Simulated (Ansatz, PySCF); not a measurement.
C$_{5}$H$_{9}$O$_{2}$ (SMILES [CH2]C(C)OC(C)=O), doublet, geometry from GFN2-xTB. Base run: MP2/def2-SVP run with PySCF.

PySCF was given this input:
```python
from pyscf import gto, scf, mp

mol = gto.M(
    atom='''
C    -1.93226118   -0.87877838   -1.08309144
C    -1.16615806   -0.14511909   -0.07081910
C    -1.75632854    1.22564485    0.26526519
O     0.19073755    0.01307569   -0.54660046
C     1.17683098   -0.11673203    0.33964215
C     2.51978152    0.05901122   -0.32114520
O     1.00976696   -0.36191531    1.50618197
H    -1.44871035   -1.62616847   -1.67889592
H    -2.96093549   -0.64248765   -1.26083837
H    -1.08549622   -0.72327435    0.87341570
H    -1.76997595    1.85092644   -0.62406514
H    -2.77012522    1.10472935    0.63505391
H    -1.15615889    1.71025297    1.03154598
H     2.90572232   -0.92450228   -0.58295465
H     2.41993657    0.65210946   -1.22451736
H     3.21051858    0.52497187    0.37549431
''',
    basis='def2-svp',
    spin=1,
    verbose=4,
)

mf = scf.UHF(mol)
mf.kernel()

pt = mp.MP2(mf)
pt.kernel()
print('E(MP2) = %.10f' % pt.e_tot)
```

The same geometry, method and basis name were run in Ansatz (a first-principles code) and PySCF, at each program's defaults and at the settings that a row names. The base is PySCF at its defaults. Differences at the defaults can come from grids, fitting, cores and function types together.

| code and settings | ΔE vs base (mEh) | basis functions | E (Eh) | SCF cycles | SCF-reference dipole (D) |
|---|---|---|---|---|---|
| PySCF, defaults (exact integrals, spherical functions, all electrons correlated) | 0.000 | 143 | -345.06797 | 13 | 2.00 |
| Ansatz, defaults (factorised integrals, spherical functions, frozen core) | 20.246 | 143 | -345.04772 | - | - |
| PySCF, frozen core | 20.234 | 143 | -345.04773 | 13 | 2.00 |
| Ansatz, high accuracy, frozen core | 20.234 | 143 | -345.04773 | - | - |

Open shells are given as the SCF converged; they aren't shown to be the lowest states, and a large step between rows can be another state.
